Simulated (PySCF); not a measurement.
A GIAO shielding run with PySCF 2.14.0 with density-fitted response routines (density fitting, non-relativistic, gas phase) on SMILES CC[Si@H](P)[Si](F)(F)F, C$_{2}$H$_{8}$F$_{3}$PSi$_{2}$:

```
$ OMP_NUM_THREADS=1 python probes_run.py task.json out

{"job": {"kind": "nmr", "xc": "PBE0", "basis": "pcSseg-1"}, "charge": 0, "multiplicity": 1}
C      2.410179    -0.096641     0.292457
C      1.062193    -0.805743     0.322095
Si    -0.280930     0.193327    -0.600296
P     -0.159559     2.324434     0.121497
Si    -2.325165    -0.809637    -0.367177
F     -2.907364    -0.954130     1.108248
F     -3.501661    -0.026681    -1.099091
F     -2.493288    -2.285051    -0.935381
H      2.760744     0.015853    -0.730361
H      2.326860     0.896155     0.732335
H      3.158653    -0.655505     0.850983
H      0.768354    -0.965491     1.362312
H      1.166501    -1.794784    -0.126705
H      0.052987     0.243466    -2.038588
H     -1.429224     2.683402    -0.308083
H     -0.616878     2.045971     1.404346
```

Hardware: 1 thread of an Arm Neoverse N1, shared host. The job also computes population analyses, field gradients.

Task: How large is the calculation?

Result: 90 electrons, 197 basis functions and 1096 auxiliary functions.

Task: How long does it take, and how much memory does it need?

Result: 60 s of wall time, with 12 SCF cycles and 4 response iterations; peak memory 0.88 GiB. Times on a shared host scatter by some tens of per cent.
